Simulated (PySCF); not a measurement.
AgF (SMILES [F][Ag]), singlet, at a GFN2-xTB geometry (such geometries of metal compounds can be far from the true shape) (core potentials on Ag); B3LYP/def2-SVPD, polarisability by finite fields (PySCF).

The PySCF input:
```python
from pyscf import gto, scf, dft

mol = gto.M(
    atom='''
Ag   -0.00000000   -0.00000000   -0.31678493
F     0.00000000    0.00000000    1.65432128
''',
    basis='def2-svpd',
    ecp={'Ag': 'def2-svpd'},
    verbose=4,
)

mf = dft.RKS(mol)
mf.xc = 'b3lyp'
mf.conv_tol = 1e-11
mf.kernel()
h0, z, done = mf.get_hcore(), mol.intor('int1e_r')[2], []
def energy(F):
    f = mf.copy()
    f.scf_summary = {}
    f.get_hcore = lambda *a: h0 + F * z
    e = f.kernel(mf.make_rdm1())
    done.append(f.converged)
    return e
F = 0.005
alpha = -(energy(F) + energy(-F) - 2 * mf.e_tot) / F**2
print('alpha_zz =', alpha)
```

**Question.** What does PySCF print? Leave out banner, timings and long lists.

**Answer.** 
```
PySCF version 2.14.0

[INPUT] verbose = 4
[INPUT] num. atoms = 2
[INPUT] num. electrons = 28
[INPUT] charge = 0
[INPUT] spin (= nelec alpha-beta = 2S) = 0
[INPUT] symmetry False subgroup None
[INPUT] Mole.unit = angstrom
[INPUT] Symbol           X                Y                Z      unit          X                Y                Z       unit  Magmom
[...]
nuclear repulsion = 45.9078778242599
number of shells = 21
number of NR pGTOs = 93
number of NR cGTOs = 57
basis = def2-svpd
ecp = {'Ag': 'def2-svpd'}

******** <class 'pyscf.dft.rks.RKS'> ********
method = RKS
initial guess = minao
damping factor = 0
level_shift factor = 0
DIIS = <class 'pyscf.scf.diis.CDIIS'>
diis_start_cycle = 1
diis_space = 8
diis_damp = 0
SCF conv_tol = 1e-11
SCF conv_tol_grad = None
SCF max_cycles = 50
direct_scf = True
direct_scf_tol = 1e-13
XC library pyscf.dft.libxc version 7.1.2
    S. Lehtola, C. Steigemann, M. J. T. Oliveira, and M. A. L. Marques,  SoftwareX 7, 1–5 (2018)
XC functionals = b3lyp
    P. J. Stephens, F. J. Devlin, C. F. Chabalowski, and M. J. Frisch,  J. Phys. Chem. 98, 11623 (1994)
radial grids:
    Treutler-Ahlrichs [JCP 102, 346 (1995); DOI:10.1063/1.469408] (M4) radial grids

becke partition: Becke, JCP 88, 2547 (1988); DOI:10.1063/1.454033
pruning grids: <function nwchem_prune>
grids dens level: 3
symmetrized grids: False
atomic radii adjust function: <function treutler_atomic_radii_adjust>
small_rho_cutoff = 0
Set gradient conv threshold to 3.16228e-06
Initial guess from minao.
tot grids = 36704
init E= -234.253178592567
[...]
cycle= 1 E= -246.17479364057  delta_E= -11.9  |g|= 1.48  |ddm|= 3.18

WARN: HOMO 0.0163319146731779 == LUMO 0.0163320267647189

cycle= 2 E= -238.693834399604  delta_E= 7.48  |g|= 5.76  |ddm|= 5.63
[...]
cycle= 3 E= -246.730217121304  delta_E= -8.04  |g|= 0.455  |ddm|= 4.79
[...]
cycle= 4 E= -246.702340134102  delta_E= 0.0279  |g|= 0.598  |ddm|= 0.854
[...]
cycle= 5 E= -246.766960281155  delta_E= -0.0646  |g|= 0.0309  |ddm|= 0.398
[...]
cycle= 6 E= -246.767169122586  delta_E= -0.000209  |g|= 0.00946  |ddm|= 0.0303
[...]
cycle= 7 E= -246.76718702615  delta_E= -1.79e-05  |g|= 0.00118  |ddm|= 0.00939
[...]
cycle= 8 E= -246.767187209742  delta_E= -1.84e-07  |g|= 0.00058  |ddm|= 0.00168
[...]
cycle= 9 E= -246.767187276692  delta_E= -6.69e-08  |g|= 9.91e-05  |ddm|= 0.000374
[...]
cycle= 10 E= -246.767187278769  delta_E= -2.08e-09  |g|= 1.38e-05  |ddm|= 8.8e-05
[...]
cycle= 11 E= -246.767187278822  delta_E= -5.28e-11  |g|= 5.07e-07  |ddm|= 2.58e-05
[...]
cycle= 12 E= -246.767187278822  delta_E= -6.25e-13  |g|= 6.59e-08  |ddm|= 1.69e-06
[...]
Extra cycle  E= -246.767187278822  delta_E= 2.27e-13  |g|= 1.2e-07  |ddm|= 2.62e-07
converged SCF energy = -246.767187278822

******** <class 'pyscf.dft.rks.RKS'> ********
method = RKS
initial guess = minao
damping factor = 0
level_shift factor = 0
DIIS = <class 'pyscf.scf.diis.CDIIS'>
diis_start_cycle = 1
diis_space = 8
diis_damp = 0
SCF conv_tol = 1e-11
SCF conv_tol_grad = None
SCF max_cycles = 50
direct_scf = True
direct_scf_tol = 1e-13
XC library pyscf.dft.libxc version 7.1.2
    S. Lehtola, C. Steigemann, M. J. T. Oliveira, and M. A. L. Marques,  SoftwareX 7, 1–5 (2018)
XC functionals = b3lyp
    P. J. Stephens, F. J. Devlin, C. F. Chabalowski, and M. J. Frisch,  J. Phys. Chem. 98, 11623 (1994)
radial grids:
    Treutler-Ahlrichs [JCP 102, 346 (1995); DOI:10.1063/1.469408] (M4) radial grids

becke partition: Becke, JCP 88, 2547 (1988); DOI:10.1063/1.454033
pruning grids: <function nwchem_prune>
grids dens level: 3
symmetrized grids: False
atomic radii adjust function: <function treutler_atomic_radii_adjust>
small_rho_cutoff = 0
Overwritten attributes  get_hcore  of <class 'pyscf.dft.rks.RKS'>
Set gradient conv threshold to 3.16228e-06
init E= -246.671945589747
[...]
cycle= 1 E= -246.67191402871  delta_E= 3.16e-05  |g|= 0.0434  |ddm|= 0.0959
[...]
cycle= 2 E= -246.670057732183  delta_E= 0.00186  |g|= 0.11  |ddm|= 0.123
[...]
cycle= 3 E= -246.672308482648  delta_E= -0.00225  |g|= 0.00528  |ddm|= 0.0807
[...]
cycle= 4 E= -246.672313345474  delta_E= -4.86e-06  |g|= 0.00113  |ddm|= 0.00467
[...]
cycle= 5 E= -246.672313619061  delta_E= -2.74e-07  |g|= 0.000237  |ddm|= 0.00134
[...]
cycle= 6 E= -246.672313631031  delta_E= -1.2e-08  |g|= 8.63e-05  |ddm|= 0.0003
[...]
cycle= 7 E= -246.672313632653  delta_E= -1.62e-09  |g|= 2.01e-05  |ddm|= 7.06e-05
[...]
cycle= 8 E= -246.672313632754  delta_E= -1.01e-10  |g|= 2.25e-06  |ddm|= 2.3e-05
[...]
cycle= 9 E= -246.672313632755  delta_E= -1.02e-12  |g|= 1.12e-07  |ddm|= 3.73e-06
[...]
Extra cycle  E= -246.672313632755  delta_E= 2.84e-13  |g|= 1.73e-07  |ddm|= 2.68e-07
converged SCF energy = -246.672313632755

******** <class 'pyscf.dft.rks.RKS'> ********
method = RKS
initial guess = minao
damping factor = 0
level_shift factor = 0
DIIS = <class 'pyscf.scf.diis.CDIIS'>
diis_start_cycle = 1
diis_space = 8
diis_damp = 0
SCF conv_tol = 1e-11
SCF conv_tol_grad = None
SCF max_cycles = 50
direct_scf = True
direct_scf_tol = 1e-13
XC library pyscf.dft.libxc version 7.1.2
    S. Lehtola, C. Steigemann, M. J. T. Oliveira, and M. A. L. Marques,  SoftwareX 7, 1–5 (2018)
XC functionals = b3lyp
    P. J. Stephens, F. J. Devlin, C. F. Chabalowski, and M. J. Frisch,  J. Phys. Chem. 98, 11623 (1994)
radial grids:
    Treutler-Ahlrichs [JCP 102, 346 (1995); DOI:10.1063/1.469408] (M4) radial grids

becke partition: Becke, JCP 88, 2547 (1988); DOI:10.1063/1.454033
pruning grids: <function nwchem_prune>
grids dens level: 3
symmetrized grids: False
atomic radii adjust function: <function treutler_atomic_radii_adjust>
small_rho_cutoff = 0
Set gradient conv threshold to 3.16228e-06
init E= -246.862428967898
[...]
cycle= 1 E= -246.862546118515  delta_E= -0.000117  |g|= 0.0341  |ddm|= 0.0843
[...]
cycle= 2 E= -246.861549323432  delta_E= 0.000997  |g|= 0.0821  |ddm|= 0.0867
[...]
cycle= 3 E= -246.862780311345  delta_E= -0.00123  |g|= 0.00357  |ddm|= 0.0577
[...]
cycle= 4 E= -246.862781972355  delta_E= -1.66e-06  |g|= 0.000743  |ddm|= 0.00278
[...]
cycle= 5 E= -246.862782081166  delta_E= -1.09e-07  |g|= 0.000173  |ddm|= 0.000864
[...]
cycle= 6 E= -246.862782087664  delta_E= -6.5e-09  |g|= 6.37e-05  |ddm|= 0.000229
[...]
cycle= 7 E= -246.862782088558  delta_E= -8.93e-10  |g|= 1.5e-05  |ddm|= 6.15e-05
[...]
cycle= 8 E= -246.862782088613  delta_E= -5.56e-11  |g|= 1.29e-06  |ddm|= 1.68e-05
[...]
cycle= 9 E= -246.862782088613  delta_E= 1.71e-13  |g|= 8.9e-08  |ddm|= 2.26e-06
[...]
Extra cycle  E= -246.862782088612  delta_E= 5.12e-13  |g|= 1.14e-07  |ddm|= 2.07e-07
converged SCF energy = -246.862782088612
alpha_zz = 28.84654892341132
```
